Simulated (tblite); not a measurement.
C6H15P.
Z-matrix (Å and degrees, GFN2-xTB geometry), rows numbered from 1:
```
C 
C   1  1.5233
C   2  1.5348  1  114.32
C   3  1.5311  2  111.17  1    62.73
C   3  1.5295  2  108.95  1  -177.45
P   3  1.8948  2  110.02  1   -53.41
C   6  1.8515  3  102.44  2   -65.42
H   1  1.0882  2  110.17  3   173.35
H   1  1.0901  2  110.28  3    53.60
H   1  1.0865  2  111.18  3   -66.70
H   2  1.0937  1  108.88  3  -121.53
H   2  1.0942  1  109.24  3   121.80
H   4  1.0893  3  110.69  2    54.97
H   4  1.0895  3  110.10  2   174.83
H   4  1.0879  3  110.93  2   -65.88
H   5  1.0892  3  111.01  2   175.11
H   5  1.0899  3  109.64  2   -65.51
H   5  1.0879  3  111.67  2    53.68
H   6  1.4035  3   94.00  2  -161.56
H   7  1.0893  6  109.20  3    76.36
H   7  1.0894  6  107.41  3  -166.49
H   7  1.0874  6  112.81  3   -46.15
```

Computed with GFN2-xTB (tblite): harmonic, unscaled wavenumbers at the GFN2-xTB geometry, gas phase. Errors from tens to a few hundred cm⁻¹ against measured bands are possible. Modes of hydrogen on phosphorus can be 10 to 20 % off. One conformer, not necessarily the lowest.

Harmonic wavenumbers (cm⁻¹): 43.8, 92.3, 178.4, 185.7, 203.2, 220.5, 234.9, 271.6, 285.7, 317.8, 359.9, 392.6, 459.4, 592.3, 725.8, 736.9, 804.7, 844.8, 851.4, 874.9, 956.5, 958.9, 983.0, 1005.1, 1034.2, 1057.1, 1097.2, 1182.2, 1191.5, 1229.1, 1273.5, 1314.9, 1346.9, 1403.3, 1410.2, 1418.3, 1445.3, 1455.6, 1484.7, 1488.7, 1493.9, 1496.6, 1500.4, 1509.3, 1513.6, 2233.9, 2940.6, 2961.9, 2998.6, 3000.2, 3001.3, 3004.9, 3005.9, 3008.2, 3009.2, 3014.0, 3026.4, 3027.8, 3030.3, 3047.6.

A = 2310, B = 1770, C = 1476 MHz; mass 118.091 u (most abundant isotopes); point group C1, symmetry number 1.

Q: Zero-point energy?

A: Half the sum of the wavenumbers: 42619 cm⁻¹ = 121.85 kcal/mol.

Q: Entropy at 273.15 K, 1 bar (ideal gas, RRHO, classical rotation)?

A: Translation 39.80, rotation 28.11, vibration 26.51: S = 94.4 cal/(mol K).

Q: And Cp and H(273.15 K) − H(0)?

A: Cp = 37.38 cal/(mol K), of which vibrations give 29.43 (their classical limit is 60 R = 119.2); H(273.15 K) − H(0) = 6.18 kcal/mol without the zero-point energy, 4.01 from vibrations.

Q: Blend soft modes into free rotors: weight 1/[1 + (100 cm⁻¹/ν̃)⁴] for the oscillator and the rest for a rotor with moment μB/(μ + B), μ = h/(8π²ν), B = 10⁻⁴⁴ kg m². What vibrational entropy results?

A: 24.94 cal/(mol K) in place of 26.51, which changes −T·S at 273.15 K by +0.43 kcal/mol.

Q: What must be added to the electronic energy to get the Gibbs energy at 273.15 K and 1 bar?

A: ZPE + [H(273.15 K) − H(0)] − T·S = 121.85 + 6.18 − 25.79 = 102.24 kcal/mol.

Q: Which modes carry the vibrational entropy at 273.15 K?

A: 43.8 cm⁻¹: 4.91; 92.3 cm⁻¹: 3.44; 178.4 cm⁻¹: 2.18; 185.7 cm⁻¹: 2.11; 203.2 cm⁻¹: 1.94; 220.5 cm⁻¹: 1.80 cal/(mol K); the other 54 give 10.13 together.

Q: How do the functions run with temperature in this model?

A: 
```
 T (K)  S (cal/(mol K))  Cp (cal/(mol K))  H − H(0) (kcal/mol)  G − H(0) (kcal/mol)  ln q(vib)
    50             56.8              12.0                 0.48                -2.37       0.42
   100             67.3              19.0                 1.25                -5.48       1.41
298.15             97.8              40.0                 7.15               -22.01       6.62
373.15            107.7              48.0                10.45               -29.72       8.65
   500            123.5              60.4                17.35               -44.39      12.08
   750            151.7              78.8                34.89               -78.86      18.70
  1000            176.2              91.4                56.26              -119.91      24.98
```

q(vib) and H(0) count from the zero-point level.

Hindered rotation and anharmonicity are outside this model. Other conformers, if any are populated, would add a mixing term that is left out. The structure is chiral; the term R ln 2 for an equal mix with its mirror image is left out.
